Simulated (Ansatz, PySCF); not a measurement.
Process, species as SMILES: [Br][Ge][Br] → [Br][Ge][Br] as doublet, charge -1 (an electron is taken up)
Structures are relaxed separately at B3LYP-D3(BJ)/def2-TZVP in Ansatz (a quantum-chemistry and plane-wave program). A spin state is the lowest found, not a proven ground state.

Quantity: adiabatic electron affinity (0 K, with B3LYP-D3(BJ) harmonic zero-point energies from PySCF), positive where the reaction releases energy, in eV. Valence correlation only, unless marked. Open shells are spin-unrestricted. Spin-orbit coupling is left out. Frozen are the shells of the preceding noble gas and the d and f shells that filled before the atom's block. No relativistic terms. FCI takes restricted orbitals. Anions need diffuse functions: aug- sets have them; def2-D sets add few; the other sets have none. CBS marks a two-point X^-3 extrapolation of the correlation energy; Hartree-Fock from the larger set. The bracket is a focal-point correction in the basis named.

| level | program | adiabatic electron affinity (eV) |
|---|---|---|
| HF/6-31G | Ansatz | 2.11 |
| HF/cc-pVDZ | Ansatz | 1.39 |
| SVWN5/def2-TZVPD | Ansatz | 1.55 |
| PBE-D3(BJ)/def2-TZVPD | Ansatz + dftd3 | 1.58 |
| revPBE-D3(BJ)/def2-TZVPD | Ansatz + dftd3 | 1.57 |
| r2SCAN-D4/def2-TZVPD | Ansatz + dftd4 | 1.72 |
| B97M-V/def2-TZVPD | Ansatz | 1.59 |
| PBE0/6-31G* | Ansatz | 1.68 |
| r2SCANh/def2-TZVPD | Ansatz | 1.75 |
| HSE06-D4/def2-TZVPD | Ansatz + dftd4 | 1.68 |
| CAM-B3LYP-D4/def2-TZVPD | Ansatz + dftd4 | 1.77 |
| B2GP-PLYP-D4/def2-TZVPD | Ansatz + dftd4 | 1.63 |
| RPA@PBE/cc-pVTZ | Ansatz | 1.75 |
| MP2/6-31G* | Ansatz | 1.40 |
| SCS-MP2/STO-3G | Ansatz | -3.23 |
| SCS-MP2/6-31G | Ansatz | 1.81 |
| CCSD/STO-3G | Ansatz | -3.36 |
| CCSD/cc-pVDZ | Ansatz | 1.30 |
| CCSD(T)/aug-cc-pVTZ | Ansatz | 1.67 |
| FCI/STO-3G | Ansatz | -3.43 |
| RI-MP2/CBS(aug-cc-pVTZ,aug-cc-pVQZ)+[CCSD(T)-MP2]/aug-cc-pVTZ | Ansatz | 1.71 |
